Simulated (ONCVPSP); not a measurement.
Pseudopotential generation for lithium (Li): ONCV, PBEsol, scalar-relativistic.

Li (Z = 3), optimised norm-conserving Vanderbilt (ONCV), made with ONCVPSP 4.0.1 (PBEsol, scalar-relativistic). Core none, reference 1s2 2p1. Waves: 1s: rc 0.55 bohr, ncon 4, nbas 7, qcut 24.1 1/bohr, 3 projectors, debl 1.6 Ha; 2p: rc 4.00 bohr, ncon 4, nbas 9, qcut 2.2 1/bohr, 2 projectors, debl 2.5 Ha; d scattering state at 0.04 Ha: rc 4.15 bohr, ncon 4, nbas 8, qcut 2.3 1/bohr, 1 projector. Local part: polynomial inside 0.35 bohr (lpopt 5, dvloc0 0 Ha). Core correction: none.

In the s channel the program set the typed energies aside and used -1.945, 0.250, 1.850 Ha.

All-electron outer shells of the reference configuration (PBEsol, scalar-relativistic, ld1.x):

```json
{"shell": "1s", "level (eV)": "-52.92", "outermost node (bohr)": "–", "outermost maximum (bohr)": "0.36"}
{"shell": "2p", "level (eV)": "-1.54", "outermost node (bohr)": "–", "outermost maximum (bohr)": "3.96"}
```

Results:

| Quantity | Value |
| --- | --- |
| Cutoffs needed | 156 Ha and 197 Ha (the cutoffs (Ha) at which the residual kinetic energy of the hardest occupied pseudo-wave falls to 1 and 0.1 mHa per electron) |
| Ghost test | ghosts flagged at negative energy: s at -50.6 eV; GHOST(+) flagged for d at 1.98 eV; a true bound ghost makes a file unfit for plane-wave use |
| Configuration tests | 1 of 4 tests not solved or not reliable |

Generation and tests took about 3.8 s on one core of a shared server CPU.
